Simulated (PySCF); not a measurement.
# Bond curve of HBr

Set-up: basis H cc-pVTZ, Br cc-pVTZ-PP with ECP10; scalar-relativistic core potentials; PySCF 2.14. Energies in eV from H + Br in their ground configurations at the same level. State: ¹Σ⁺ (singlet), closed shell.

```json
{"R (Å)": "1.223", "PBE0": "-3.211"}
{"R (Å)": "1.280", "PBE0": "-3.599"}
{"R (Å)": "1.337", "PBE0": "-3.821"}
{"R (Å)": "1.379", "PBE0": "-3.902"}
{"R (Å)": "1.422", "PBE0": "-3.926"}
{"R (Å)": "1.465", "PBE0": "-3.903"}
{"R (Å)": "1.522", "PBE0": "-3.815"}
{"R (Å)": "1.593", "PBE0": "-3.637"}
{"R (Å)": "1.678", "PBE0": "-3.356"}
{"R (Å)": "1.792", "PBE0": "-2.916"}
```

Question: Put a parabola through the three lowest points of the PBE0 curve and estimate Re, k and ωe (reduced mass 0.9951 u; 1 eV/Å² = 0.16022 mdyn/Å; ωe = 1302.8·√(k/μ) cm⁻¹).

Answer: Through R = 1.379, 1.422, 1.465 Å the second-order coefficient is 12.7 eV/Å², so Re ≈ 1.422 Å, k ≈ 4.07 mdyn/Å and ωe ≈ 2636 cm⁻¹. A polynomial fit of higher order to the unrounded PBE0 energies gives Re = 1.421 Å, k = 4.12 mdyn/Å, ωe = 2651 cm⁻¹; anharmonicity and rounding make the difference.

The higher-order fit for each curve: PBE0: Re = 1.421 Å, ωe = 2651 cm⁻¹, De = 3.93 eV.
